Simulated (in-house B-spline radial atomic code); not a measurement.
**Mg7+: [He] 2s2 2p1**

Computed with an all-electron radial atomic-structure program (B-spline basis): Dirac-Kohn-Sham LDA VWN5, spherical fractional occupations, Fermi nucleus of rms radius 3.057 fm.

Effective charges: Z_r = [3n² - l(l+1)]/(2<r>) from the radius, Z_e = n√(-2ε) from the energy, and Slater's rules. Values are occupation-weighted means over j.

```
shell  electrons   ε (eV)  <r> (bohr)    Z_r    Z_e  Slater
   1s          2  -1505.9      0.1305  11.50  10.52   11.70
   2s          2  -268.67      0.5902  10.17   8.89    9.60
   2p          1  -243.31      0.5243   9.54   8.46    9.60
```

The least bound orbital is 2p3/2 at -243.1 eV, while the most diffuse is 2s1/2 (<r> = 0.5902 bohr against 0.5247 bohr): energy order and size order differ.

Spin-orbit splittings of the orbital energies (j = l + 1/2 above j = l - 1/2 when positive): 2p 0.4861 eV.

For the 1s electron the small component carries 0.179 % of the norm, the zero-frequency Breit interaction raises the level by 0.628 eV, self-energy by 0.2765 eV, and vacuum polarisation lowers it by 0.01601 eV.
